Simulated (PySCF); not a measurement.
## Vertical excitation energies

Compound: NbS(OH)3 (singlet state).
SMILES: `[OH][Nb]([OH])([OH])=[S]`

Level of theory: PySCF 2.14.0, density-fitted response routines, TDDFT wB97X-D/def2-SVPD, vertical, gas phase, core orbitals frozen in the response, def2 core potentials past Kr. Geometry: PBE0-D3(BJ)/def2-SVP; no solvent, vibrations or thermal averaging. Spin–orbit coupling is left out.

Task: List the vertical singlet excitations with oscillator strengths and describe the spectrum.

Result: 

| state | E (eV) | E (kJ/mol) | λ (nm) | f | \|μ\| (D) | main configurations (H = HOMO, L = LUMO) |
| --- | --- | --- | --- | --- | --- | --- |
| S1 | 4.17 | 402 | 297.6 | 0.0000 | 0.01 | H-1/H→L/L+1 (≥94%) |
| S2 | 4.45 | 430 | 278.4 | 0.0011 | 0.25 | H-1/H→L/L+1 (99%) |
| S3 | 4.45 | 430 | 278.4 | 0.0011 | 0.25 | H-1/H→L/L+1 (99%) |
| S4 | 5.18 | 500 | 239.4 | 0.0011 | 0.24 | H-2→L/L+1 (97%) |
| S5 | 5.19 | 501 | 238.9 | 0.0010 | 0.23 | H-2→L/L+1 (97%) |
| S6 | 5.39 | 521 | 229.8 | 0.063 | 1.75 | H-1/H→L/L+1 (≥64%), H-2→L+3 (12%) |
| S7 | 5.76 | 556 | 215.1 | 0.012 | 0.75 | H-1/H→L+3 (≥52%), H-1/H→L+2 (≥42%) |
| S8 | 5.77 | 557 | 214.9 | 0.012 | 0.75 | H-1/H→L+3 (≥52%), H-1/H→L+2 (≥42%) |
| S9 | 6.02 | 581 | 205.8 | 0.0000 | 0.02 | H-1/H→L+4 (≥47%), H-1/H→L+5 (≥42%) |

Triplets (Tamm–Dancoff): T1 3.67 eV, H-1/H→L/L+1 (≥91%); T2 3.92 eV, H-1/H→L/L+1 (≥97%); T3 3.92 eV, H-1/H→L/L+1 (≥97%); T4 4.19 eV, H-1/H→L/L+1 (≥94%).

The lowest singlet comes at 298 nm (402 kJ/mol) in the ultraviolet; it is dark (f under 0.0005); its leading configuration is HOMO-1/HOMO→LUMO/LUMO+1 (≥94%). The strongest level in the table is S6 at 5.39 eV (230 nm, f = 0.063). S2/S3 and S7/S8 lie within about 0.01 eV of each other in each set. For S1 the Löwdin share of niobium is 22% in HOMO and 60% in LUMO; for S6 the Löwdin share of niobium is 22% in HOMO and 60% in LUMO+1. The listed states span 1.86 eV, and the widest gap between neighbours is 0.73 eV (S3 to S4). Orbital energies (eV): HOMO-3 -11.58, HOMO-2 -10.43, HOMO-1 -9.59, HOMO -9.58, LUMO -0.02, LUMO+1 -0.01, LUMO+2 0.95. All these states lie below the vertical ionisation energy of 9.86 eV (ΔSCF). Orbitals of the list HOMO-3 to LUMO+2 that lie within 0.01 eV of each other are written together with a slash and their weights summed (≥ marks a lower bound); for degenerate orbitals outside that list single weights are arbitrary. Only the lowest 10 singlets were computed, as vertical energies without vibronic structure. The highest level found (6.18 eV, f 0.0039 so far) is left out, since the window may have cut off a degenerate partner.
